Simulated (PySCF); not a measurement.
Species: C4H13F2NSi2.
SMILES with atom numbers: `[CH3:1][NH:2][CH2:3][C@@H:4]([SiH3:5])[Si@H:6]([F:7])[CH2:8][F:9]` (hydrogens: H10, H11, H12 on C1; H13 on N2; H14, H15 on C3; H16 on C4; H17, H18, H19 on Si5; H20 on Si6; H21, H22 on C8)

Geometry (GFN2-xTB, Å), atoms numbered from 1 in this order:
```
atom  x, y, z in Å
C1    -2.1467    1.2327   -0.2798
N2    -1.1215    0.2131   -0.4008
C3    -0.7647   -0.4710    0.8382
C4     0.6610   -0.9591    0.5885
Si5    0.7531   -2.7476   -0.0403
Si6    1.2620    0.3072   -0.6943
F7     2.8774    0.0229   -0.8013
C8     1.2557    2.1281   -0.0925
F9     0.5953    2.3061    1.1097
H10   -2.3171    1.6860   -1.2551
H11   -3.0962    0.8351    0.0974
H12   -1.7957    2.0000    0.4078
H13   -1.4080   -0.4780   -1.0881
H14   -1.4704   -1.2691    1.1041
H15   -0.7730    0.2709    1.6390
H16    1.2534   -0.8969    1.5029
H17    2.1297   -3.1241   -0.3356
H18   -0.0738   -2.8754   -1.2478
H19    0.1941   -3.6335    0.9891
H20    0.9320    0.1947   -2.1082
H21    2.2753    2.4819    0.0689
H22    0.7676    2.7953   -0.8042
```

Computed at PBE0/pcSseg-1 (PySCF, non-relativistic), with Q(14N) = 0.02044 b: N2, 14N (I = 1): χzz = -4.613 MHz, η = 0.112.

Find the zero-field quadrupole resonance frequencies of 14N at N2.

From ν± = (3/4)|χ|(1 ± η/3) and ν0 = |χ|η/2: ν+ 3.589 MHz, ν− 3.330 MHz, ν0 0.259 MHz (secondary amine nitrogen).

In a crystal, neighbours and librations shift these lines. Geometry: GFN2-xTB, one conformer, isolated molecule. GFN2-xTB bond lengths can be off by several hundredths of an ångström, more for odd bonds, and the gradients follow them. The basis is small and wasn't made for field gradients, so the couplings can be 20 % off.
